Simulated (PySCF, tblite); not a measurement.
Isomers of [C6H13NP]+ (charge +1), one GFN2-xTB conformer each. Single-point energies are computed at PBE0/pcSseg-1 (PySCF, gas phase, no added dispersion term), electronic only.

Question: Rank them by PBE0/pcSseg-1 energy, lowest first (kcal/mol).
A. `[CH3:1][CH2:2][P+:3]1([N:4]([CH3:5])[CH3:6])[CH:7]=[CH:8]1` (charge +1) with C1–C2–P3–N4 -166°, C2–P3–N4–C5 -50°
B. `[CH3:1][CH:2]([CH3:3])[P@@H+:4]([CH3:5])[CH2:6][C:7]#[N:8]` (charge +1) with C1–C2–P4–C5 178°, C2–P4–C6–C7 -179°

Answer: B (0.0), A (33.0).

As drawn, the higher has a three-membered ring, which the lower lacks. GFN2-xTB itself gives, in the same order: 0.0, 29.3. Both levels put the same isomer lowest.

Which frontier levels and rotational constants go with these structures?

```json
{"SMILES": "CC(C)[P@@H+](C)CC#N", "HOMO (eV, PBE0/pcSseg-1)": "-13.76", "LUMO (eV)": "-4.47", "A, B, C (MHz)": "3217, 983.6, 803.2"}
{"SMILES": "CC[P+]1(N(C)C)C=C1", "HOMO (eV, PBE0/pcSseg-1)": "-11.52", "LUMO (eV)": "-5.50", "A, B, C (MHz)": "2572, 1371, 1006"}
```

What happens when harmonic zero-point energies from GFN2-xTB frequencies are added?

```tsv
SMILES	ZPE (kcal/mol)	electronic (kcal/mol)	with ZPE (kcal/mol)
CC(C)[P@@H+](C)CC#N	109.0	0.0	0.0
CC[P+]1(N(C)C)C=C1	110.1	33.0	34.1
```

The zero-point energies span 1.1 kcal/mol. The order is unchanged.
